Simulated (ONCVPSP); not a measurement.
## Transferability test, ONCV potential for Au (Z = 79)

gold (Au), optimised norm-conserving Vanderbilt (ONCV), made with ONCVPSP 4.0.1 (PBEsol, scalar-relativistic). Core [Kr] 4d10 4f14, reference 5s2 5p6 5d10 6s1. Waves: 5s+6s: rc 1.30 bohr, ncon 4, nbas 7, qcut 8.6 1/bohr, 3 projectors, debl 0.6 Ha; 5p: rc 1.25 bohr, ncon 4, nbas 8, qcut 6.4 1/bohr, 1 projector; 5d: rc 2.30 bohr, ncon 4, nbas 9, qcut 7 1/bohr, 2 projectors, debl 3.7 Ha. Local part: polynomial inside 0.95 bohr (lpopt 5, dvloc0 0 Ha). Core correction: Teter function, fcfact 3.25, rcfact 1.2.

Energies are relative to the spin-unpolarised reference configuration 5s2 5p6 5d10 6s1; without spin polarisation the order of configurations can differ from experiment.

```tsv
valence configuration	charge	ΔE all-electron (eV)	error AE − PS (meV)
5s2 5p6 5d10 6s0	+1	9.440	-2.1
5s2 5p6 5d9 6s0	+2	30.678	-5.8
5s2 5p6 5d8 6s0	+3	64.586	+7.8
```

What are ΔE and the potential's error for 5s2 5p6 5d10 6s0 6p1?

ΔE = 5.341 eV all-electron; the error (AE − PS) is +143 meV.

Levels in the configuration 5s2 5p6 5d10 6s0 6p1:

| level | all-electron (eV) | pseudo (eV) |
| --- | --- | --- |
| 5s | -110.637 | -110.437 |
| 5p | -62.031 | -61.835 |
| 5d | -9.031 | -8.854 |
| 6p | -1.806 | -1.856 |
